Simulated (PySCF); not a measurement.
# Exercise with solution: oscillator strength and radiative lifetime

Si(SiH3)2 (H₆Si₃), SMILES [SiH3][Si][SiH3] (connectivity only; charge and spin as stated), neutral, multiplicity 1.

Coordinates come from a B3LYP-D3(BJ)/def2-SVP optimisation.

TDDFT-LC-ωPBE/def2-SVPD run with PySCF 2.14.0 puts the first singlet state with f over 0.02 at 6.07 eV (vertical), with the transition dipole (-0.967, -0.062, 0.000) in atomic units.

Find the oscillator strength, the wavelength and the radiative lifetime that this transition would have in vacuum if emission retraced absorption.


|μ|² = 0.9389 au, so |μ| = 2.46 D. ΔE = 6.07/27.211 = 0.2231 hartree. f = (2/3) ΔE |μ|² = 0.140 (the program prints 0.140).
λ = 1239.84/6.07 = 204 nm; ν = 48958 cm⁻¹.
Einstein's coefficient A = 0.6670 ν² f s⁻¹ (ν in cm⁻¹) = 2.2e8 s⁻¹, so τ = 1/A = 4.5 ns. This state is S3; the lower singlets have f = 0.002, 0.000. The figure is the radiative limit of this one transition; relaxation, internal conversion, crossing to triplets and a medium change what is measured.
